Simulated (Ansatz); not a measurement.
`CCO[SiH2]N`, relaxed with RKS PBE-D4/def2-SVP in Ansatz 0.2.0 from a rough embedded geometry. The force threshold is 0.03 eV/Å; the program also tests the step.

The species carries charge 0 and has multiplicity 1.

Start:

```xyz
14

C     0.213    0.113    2.282
C    -0.245    0.478    0.939
O    -0.071   -0.655    0.136
Si   -0.569   -0.549   -1.549
N     0.672    0.267   -2.271
H     1.332   -0.154    2.285
H    -0.293   -0.719    2.706
H     0.158    1.001    2.965
H     0.359    1.298    0.528
H    -1.294    0.738    0.988
H    -0.620   -1.934   -2.081
H    -1.804    0.185   -1.653
H     1.588   -0.209   -2.015
H     0.573    0.140   -3.260
```

Question: By how much does the energy fall, and how many steps does the optimiser take? (Estimate.)

Answer: The calculation gave: 0.80 eV, in 23 steps, 6 of them rejected.

Question: Which bonds change most? (Estimate.)

Answer: The calculation gave: Si4–N5 from 1.651 to 1.735 Å; O3–Si4 from 1.760 to 1.689 Å; Si4–H12 from 1.441 to 1.507 Å; C1–C2 from 1.465 to 1.520 Å.

Question: Give the relaxed structure. (Estimate.)

Answer: Computed: 
```xyz
14

C     0.242    0.159    2.315
C    -0.237    0.459    0.903
O    -0.311   -0.750    0.160
Si   -0.542   -0.763   -1.513
N     0.667    0.044   -2.461
H     1.248   -0.306    2.293
H    -0.449   -0.547    2.816
H     0.296    1.087    2.919
H     0.459    1.181    0.410
H    -1.238    0.956    0.937
H    -0.544   -2.222   -1.838
H    -1.839   -0.077   -1.859
H     1.639   -0.273   -2.457
H     0.610    1.051   -2.625
```
